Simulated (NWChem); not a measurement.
System: C₂H₄BFO₂; SMILES FB1OCCO1

```xyz
10

F      0.0000     0.0000    -2.0832
B      0.0000     0.0000    -0.7664
O      0.0153    -1.1452    -0.0320
C      0.1130    -0.7639     1.3296
C     -0.1130     0.7639     1.3296
O     -0.0153     1.1452    -0.0320
H     -0.6380    -1.3051     1.9250
H      1.1108    -1.0372     1.7121
H      0.6380     1.3051     1.9250
H     -1.1108     1.0372     1.7121
```
Atoms are numbered in this order, from 1.

Program: NWChem. Pople sets run with spherical d functions. Geometry: optimised at PBE0/def2-SVP. Atomic charges in e: unrestrained fits to the electrostatic potential beside Mulliken populations; buried atoms are poorly determined by the fit.

For level B3LYP/def2-SVP:

```yaml
Mulliken F1: -0.10
ESP B2: 0.85
Mulliken B2: 0.13
Mulliken O3: -0.24
Mulliken C4: 0.18
Mulliken C5: 0.18
```

**Question.** How do the values read with level Hartree-Fock/6-31G* instead?

**Answer.** 
- Mulliken F1: -0.39
- ESP B2: 1.01
- Mulliken B2: 0.98
- Mulliken O3: -0.63
- Mulliken C4: -0.03
- Mulliken C5: -0.03
